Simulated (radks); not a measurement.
Results of a calculation; reference values are marked as such.
Q: La XXV, 33 electrons, occupied as [Ar] 3d10 4s2 4p3 (the NIST ground configuration). Code: a radial shooting solver on a logarithmic mesh with Libxc functionals. Model: Dirac Kohn-Sham, exchange-only PBE, spin-unpolarised, spherical densities, finite nucleus; open shells fill j = l - 1/2 first; Fermi nuclear charge, rms radius 4.855 fm.

Spin-orbit splittings of the eigenvalues, e(l+1/2) - e(l-1/2), with zeta = 2 splitting/(2l+1) and mean radii in bohr:

| shell | occ. | splitting (eV) | zeta (eV) | <r> j=l-1/2 | <r> j=l+1/2 |
|---|---|---|---|---|---|
| 2p | 6 | 414.3 | 276.2 | 0.08977 | 0.09585 |
| 3p | 6 | 83.00 | 55.33 | 0.2710 | 0.2825 |
| 3d | 10 | ? | ? | 0.2524 | 0.2560 |
| 4p | 3 | 23.43 | 15.62 | 0.5971 | 0.6147 |

Estimate the 3d splitting.

A: 18.05 eV (zeta = 7.220 eV).
